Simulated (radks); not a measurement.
Pm XXII, 40 electrons, occupied as [Kr] 4d4. Calculated with a radial shooting solver on a logarithmic mesh with Libxc functionals: Dirac Kohn-Sham, PBEsol, spin-unpolarised, spherical densities, finite nucleus; open shells are shared between the two j in proportion to 2j + 1; Fermi nuclear charge, rms radius 4.962 fm.

Normalised radial functions P(r) = r R(r) (large component), r in bohr:

```
   r/bohr * 4p1/2, o 4p3/2 (the largest magnitude, 1.54, reaches the edge; | marks zero, & curves that meet)
 0.001952                             &
  0.00282                             &
 0.004074                             o*
 0.005886                             |&
 0.008573                             |o*
  0.01239                             |  &
   0.0179                             |    o*
  0.02586                             |      o*
  0.03736                             |         o*
  0.05398                             |          &
  0.07862                             |     *o
   0.1136                        * o  |
   0.1641             * o             |
   0.2371                o *          |
   0.3426                             |      o  *
    0.499                             |                         o*
    0.721                             |                    *o
    1.042                             |     *o
    1.505                             |&
```

4p1/2: eigenvalue -772.27 eV, 2 radial nodes at r = 0.0966, 0.295 bohr, <r> = 0.563 bohr, 90 % of the charge inside 0.808 bohr. 4p3/2: eigenvalue -742.40 eV, 2 radial nodes at r = 0.103, 0.309 bohr, <r> = 0.584 bohr, 90 % of the charge inside 0.837 bohr.
